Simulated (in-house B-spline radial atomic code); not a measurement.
## Ti3+: [Ar] 3d1

Method: non-relativistic BHandHLYP, spin-polarised, spherical fractional occupations, exact exchange averaged over the configuration, point nucleus. Calculated with a B-spline radial code for spherical atoms.

Effective charges: Z_r = [3n² - l(l+1)]/(2<r>) from the radius, Z_e = n√(-2ε) from the energy, and Slater's rules. Values are occupation-weighted means over spin.

```
shell  electrons   ε (eV)  <r> (bohr)    Z_r    Z_e  Slater
   1s          2  -4947.1     0.07015  21.38  19.07   21.70
   2s          2   -591.7      0.3264  18.38  13.19   17.85
   2p          6  -498.69      0.2902  17.23  12.11   17.85
   3s          2  -102.87      0.9987  13.52   8.25   10.75
   3p          6  -76.365        1.06  11.79   7.11   10.75
   3d          1  -39.848       1.251   8.39   5.13    4.00
```

The least bound orbital is 3d up at -39.85 eV, and it is also the most diffuse (<r> = 1.251 bohr).
